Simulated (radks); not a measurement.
Spherical quantum dot in the effective-mass picture: electrons in a parabolic well V = omega^2 r^2 / 2 with omega = 0.536, all in effective atomic units (hartree* = m*/eps^2 hartree, bohr* = eps/m* bohr), one dielectric constant everywhere. Calculated with a radial shooting solver with Libxc functionals: non-relativistic Kohn-Sham, exchange-only LDA, spin-polarised, spherical densities. Levels are named by radial order and angular momentum (1s, 1p, 1d, 2s, ...), and open shells are averaged over m.

N = 7, configuration 1s2 1p(up 3, down 2). This is the lowest configuration that the search found. Occupied and some empty levels:

level,occupation,eigenvalue (hartree*),<r> (bohr*)
1s up,1,3.3589,2.045
1s down,1,3.3890,2.042
1p up,3,3.6678,2.537
1p down,2,3.6988,2.545
1d up,0,4.0228,2.905
1d down,0,4.0516,2.917
2s up,0,4.1128,2.568
2s down,0,4.1342,2.576
1f up,0,4.4116,3.213
1f down,0,4.4373,3.226

Energy (hartree*): total 16.5718, kinetic 2.7239, external 6.4319, Hartree 9.1577, exchange-correlation -1.7417.
